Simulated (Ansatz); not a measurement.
Ansatz results at the PBE0-D4/def2-TZVP geometry: HOMO–LUMO gap (PBE/def2-TZVPP) 4.28 eV; LUMO energy (PBE/def2-TZVPP) -2.06 eV; LUMO energy (ωB97M-V/def2-TZVPP) 0.64 eV.

Each molecule was computed in one conformer, which needn't be the lowest.

Which molecule gave them?
A. `C#[C][Zr]([Cl])([Cl])[Cl]`
B. `[OH][Zr]([SH])([SH])[SH]`
C. `CC(C)[NH][Zr]([OH])([OH])[OH]`
D. `CC(C)(C)[CH2][Zr]([F])([F])[F]`

D. The others give `[OH][Zr]([SH])([SH])[SH]`: 3.66, -2.69, 0.13; `CC(C)[NH][Zr]([OH])([OH])[OH]`: 4.38, -0.71, 0.87; `C#[C][Zr]([Cl])([Cl])[Cl]`: 4.04, -3.53, -0.75.
